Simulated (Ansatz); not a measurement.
Input file for Ansatz (a program for electronic structure): R-RI-MP2/aug-cc-pVTZ on H2Se (SMILES [SeH2]) with ghost functions, monomers drawn apart or pushed together. Files ending in .json are basis or fitting sets from the Basis Set Exchange. The run froze 14 orbitals, filled d shells among them.

Ansatz 0.2 input:
```yaml
crystal:
  periodic: [false, false, false]
  atoms:
    - {symbol: Se, position_ang: [0.12062392, -0.02176368, 3.26802869]}
    - {symbol: H, position_ang: [-0.30451861, -0.72929273, 4.48890613]}
    - {symbol: H, position_ang: [0.90532773, -1.16941493, 2.80160016]}
basis:
  gaussian:
    orbitals: aug-cc-pVTZ
    fitting: {mean_field: def2-universal-JKFIT, correlation: aug-cc-pVTZ-RIFIT.json}
    ghost_atoms:
      - {symbol: N, position_ang: [-1.09438581, -0.41701169, 0.19488816]}
      - {symbol: C, position_ang: [0.17476864, -0.31409176, -0.25772230]}
      - {symbol: O, position_ang: [1.15684880, -0.19003412, 0.44470138]}
      - {symbol: H, position_ang: [-1.26773666, -0.38533571, 1.19083245]}
      - {symbol: H, position_ang: [-1.86450114, -0.51025516, -0.44307836]}
      - {symbol: H, position_ang: [0.24062549, -0.35618308, -1.36008606]}
magnetization: {spin_polarized: false}
correlation: {method: mp2, electrons: outside_noble_gas}
scf: {lower_state_search: off}
```

It printed:

```
WARN ansatz: RAYON_NUM_THREADS=1 ignored (pool sized by the plan → 1); use --threads N
Functional definition: HF
these checks for a lower state are left out or cut short: stability, starts, cluster_reference, orbital_swaps, neighbouring_geometries, increment
integrals: 0.42 GiB planned
585 factors; integrals over basis functions are off by at most 1.1e0 eV
mean field: 0.68 GiB planned
mean field evaluation 1: about -65335.3880 eV, gradient 9.5e0 eV
mean field evaluation 2: about -65335.8134 eV, gradient 3.6e0 eV
mean field evaluation 4: about -65335.8720 eV, gradient 3.6e-1 eV
mean field -65335.87293082 eV, -2401.0490439622 hartree, gradient 1.8e-6 eV, S^2 0.000000; 0 other end points of the search recorded, 0 dependent functions left out
14 core orbitals not correlated
739 factors; their error is unknown
reference -65335.87293082 eV, -2401.0490439622 hartree; 4, 4 occupied and 294, 294 virtual orbitals, 739 factors
second order -4.71126021 eV of doubles, -0.00000000 eV of singles
Total energy: -65340.58419102 eV, -2401.2221795815 hartree
Checks for a lower state left out: stability, starts, cluster_reference, orbital_swaps, neighbouring_geometries, increment
```

The run converged.

Cost: about 2.9 core-seconds (a rough figure).
